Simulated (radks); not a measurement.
Problem. The gold ion Au76+, [He] 2s1. Calculated with a radial shooting solver on a logarithmic mesh with Libxc functionals: non-relativistic Kohn-Sham, r2SCAN, spin-polarised, spherical densities, point nucleus; meta-GGA in the generalised Kohn-Sham scheme. Every spin shell is full or empty, so the densities are truly spherical. Functionals are evaluated on that one density, not self-consistently. Rank these orbital-free kinetic functionals by their error against the exact value of the orbitals, and give that value: Thomas-Fermi, TF + vW, TF + vW/9, TF + vW/5, APBEK, Thakkar, Pearson, LKT, PG1, DePristo-Kress, Ernzerhof.

Solution. Exact: 6940.49 hartree. From best to worst, with 100 (|E| - |E exact|)/|E exact| (equal figures are ties): APBEK +0.04, DePristo-Kress -0.19, Thakkar +0.26, TF + vW/9 +0.29, Ernzerhof +3.11, Pearson -4.13, TF + vW/5 +8.49, Thomas-Fermi -9.96, PG1 +47.13, LKT +54.28, TF + vW +82.30.
